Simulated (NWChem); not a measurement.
System: CHCl, singlet; SMILES [CH]Cl

All runs: NWChem. Low-valent species are run as closed-shell singlets; no triplet was tried in these runs. The geometry was optimised at B3LYP/6-31G* (spherical d). B3LYP is NWChem's, with the RPA form of VWN correlation. Vertical excitations in the gas phase; the lowest state need not have the same character in each row.

```json
[
 {"level": "PBE/def2-SVP, TDA", "lowest excitation, singlet (eV)": "1.89", "oscillator strength of that lowest state": "0.006", "orbital gap (eV)": "1.11"},
 {"level": "B3LYP/def2-SVP, TDA", "lowest excitation, singlet (eV)": "1.98", "oscillator strength of that lowest state": "0.007", "orbital gap (eV)": "3.30"},
 {"level": "LDA (Slater exchange, VWN5)/def2-SVP, TDA", "lowest excitation, singlet (eV)": "1.75", "oscillator strength of that lowest state": "0.006", "orbital gap (eV)": "0.88"},
 {"level": "PBE0/def2-SVP, TDA", "lowest excitation, singlet (eV)": "1.94", "oscillator strength of that lowest state": "0.007", "orbital gap (eV)": "3.74"}
]
```
